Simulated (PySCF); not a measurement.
## J couplings in BH2(tBu)

Cartesian coordinates in Å; atom numbers follow the order of the lines, from 1:
```xyz
16

B     0.7887    1.4294    0.0886
H     1.8701    1.4977    0.6302
H     0.2197    2.4571   -0.2101
C     0.0755    0.0499   -0.0876
C    -0.6517    0.0306    1.2819
C     1.0255   -1.1435   -0.1777
C    -0.9578    0.0101   -1.2125
H    -1.2265   -0.9080    1.3706
H     0.0492    0.0631    2.1322
H    -1.3652    0.8634    1.3902
H     1.7579   -1.1407    0.6444
H     1.5898   -1.1342   -1.1237
H     0.4724   -2.0981   -0.1343
H    -0.4746    0.0629   -2.2010
H    -1.6642    0.8519   -1.1436
H    -1.5432   -0.9255   -1.1813
```

Couplings: B3LYP/pcJ-1 (spin–dipole term only in couplings to heteroatoms) in PySCF 2.14, geometry PBE0-D3(BJ)/def2-SVP; gas phase, one conformer, non-relativistic. Couplings are averaged over pairs made equivalent by symmetry, fast rotation or ring inversion, so a value needn't be that of the named pair in this geometry, while other rotamers aren't included; one pair stands for each set, and the list holds those of at least 1.5 Hz over up to four bonds.

Isotopes: ¹¹B, ¹H, ¹³C.

| pair | bonds | J (Hz) |
| --- | --- | --- |
| B1, H2 | 1 | ? |
| B1, C4 | 1 | 51.6 |
| C4, C5 | 1 | ? |
| C5, H8 | 1 | ? |
| H2, H3 | 2 | 6.8 |
| H2, C4 | 2 | 4.0 |
| C4, H8 | 2 | -2.5 |
| H8, H9 | 2 | -14.0 |
| B1, H8 | 3 | 4.6 |
| H2, C5 | 3 | 3.3 |
| C5, H11 | 3 | 5.8 |

Task: Estimate the withheld couplings, with signs.

Result: 
- ¹J(B1,H2) = 135.7 Hz (bond length 1.211 Å)
- ¹J(C4,C5) = 32.2 Hz (mean over equivalent pairs that range from 23.4 to 36.6 Hz in this conformer)
- ¹J(C5,H8) = 133.0 Hz (mean over equivalent pairs that range from 130.9 to 140.2 Hz in this conformer)
